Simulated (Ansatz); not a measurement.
C₃H₈Al, SMILES `C[CH](C)[AlH]` radical at its PBE0-D4/def2-TZVP geometry, where that method's forces vanish. Total charge 0; spin multiplicity 2.

```csv
atom,x (Å),y (Å),z (Å)
C1,0.848,1.036,-0.099
C2,-0.114,0.072,0.592
C3,-1.256,-0.330,-0.340
Al4,0.887,-1.565,1.120
H5,1.642,1.387,0.568
H6,1.329,0.573,-0.968
H7,0.320,1.925,-0.466
H8,-0.532,0.559,1.479
H9,-0.888,-0.865,-1.222
H10,-1.992,-0.972,0.153
H11,-1.794,0.554,-0.707
H12,1.550,-2.374,-0.110
```

(1) For each bond, give half the difference of the two atoms' forces along it (eV/Å; positive pushes the atoms apart) under PBE-D4, r2SCAN-D4, B3LYP-D4, ωB97M-V in def2-TZVPP. (An estimate is asked.)

## Answers

(1) Ansatz gave: 
```json
{"bond": "C1–C2", "length (Å)": "1.527", "PBE-D4": "-0.01", "r2SCAN-D4": "0.12", "B3LYP-D4": "0.17", "ωB97M-V": "0.17"}
{"bond": "C1–H5", "length (Å)": "1.094", "PBE-D4": "0.08", "r2SCAN-D4": "-0.04", "B3LYP-D4": "-0.07", "ωB97M-V": "-0.07"}
{"bond": "C1–H6", "length (Å)": "1.095", "PBE-D4": "0.10", "r2SCAN-D4": "-0.03", "B3LYP-D4": "-0.07", "ωB97M-V": "-0.07"}
{"bond": "C1–H7", "length (Å)": "1.098", "PBE-D4": "0.14", "r2SCAN-D4": "-0.02", "B3LYP-D4": "-0.07", "ωB97M-V": "-0.10"}
{"bond": "C2–C3", "length (Å)": "1.527", "PBE-D4": "-0.01", "r2SCAN-D4": "0.13", "B3LYP-D4": "0.17", "ωB97M-V": "0.17"}
{"bond": "C2–Al4", "length (Å)": "1.991", "PBE-D4": "0.09", "r2SCAN-D4": "-0.03", "B3LYP-D4": "0.07", "ωB97M-V": "-0.03"}
{"bond": "C2–H8", "length (Å)": "1.095", "PBE-D4": "0.09", "r2SCAN-D4": "-0.05", "B3LYP-D4": "-0.12", "ωB97M-V": "-0.12"}
{"bond": "C3–H9", "length (Å)": "1.095", "PBE-D4": "0.10", "r2SCAN-D4": "-0.03", "B3LYP-D4": "-0.07", "ωB97M-V": "-0.07"}
{"bond": "C3–H10", "length (Å)": "1.094", "PBE-D4": "0.08", "r2SCAN-D4": "-0.04", "B3LYP-D4": "-0.07", "ωB97M-V": "-0.07"}
{"bond": "C3–H11", "length (Å)": "1.098", "PBE-D4": "0.14", "r2SCAN-D4": "-0.02", "B3LYP-D4": "-0.07", "ωB97M-V": "-0.10"}
{"bond": "Al4–H12", "length (Å)": "1.614", "PBE-D4": "0.10", "r2SCAN-D4": "-0.03", "B3LYP-D4": "-0.07", "ωB97M-V": "-0.08"}
```

B3LYP here is the variant with VWN-RPA as its local correlation; programs differ in this.
